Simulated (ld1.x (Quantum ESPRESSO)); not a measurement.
**Building the ultrasoft potential for boron (PBEsol, non-relativistic).**

* Element: boron
* Generator: ld1.x (Quantum ESPRESSO) 7.5
* Type: ultrasoft
* Functional: PBEsol
* Relativity: non-relativistic
* Frozen core: [He]
* Valence charge: 3
* Reference configuration: 2s2 2p0.5 (charge +0.5)
* Partial waves: 2s (bound): rcut 1.05, rcutus 1.35 bohr; 2s channel at -0.35 Ry: rcut 1.05, rcutus 1.35 bohr; 2p (bound): rcut 2.35, rcutus 2.65 bohr; 2p channel at 0.3 Ry: rcut 2.35, rcutus 2.65 bohr
* Local potential: all-electron potential smoothed inside 1.60 bohr (lloc = -1)
* Core correction: Bessel-smoothed model core inside 1.00 bohr
* Augmentation charge: PSQ, radius 1.15 bohr

Poles of the logarithmic derivatives, all-electron (AE) and pseudo (PS). s: poles at -0.7, 4.0 (AE) and -0.7, 4.0 (PS) Ry. p: poles at -0.2, 3.6 (AE) and -0.2, 2.7 (PS) Ry. Test radius 2.88 bohr.

- Cutoffs needed: 12 Ry and 21 Ry (the cutoffs (Ry, on a coarse ladder) from which the occupation-weighted sum of valence levels, in a spherical-Bessel basis at the reference potential, stays within 10 and 1 mRy of its value at 400 Ry)
- Ghost test: no extra level below or beside the all-electron valence levels (s, p, d, f tested) (spherical-Bessel basis up to 400 Ry, 20 bohr box)
- Largest excitation error: +26 meV (all-electron minus pseudo) for 2s0 2p3, out of 7 test configurations
- Lowest eigenvalue of the overlap operator: 0.53 (p channel)
- Density cutoff estimated by the generator: 283 Ry
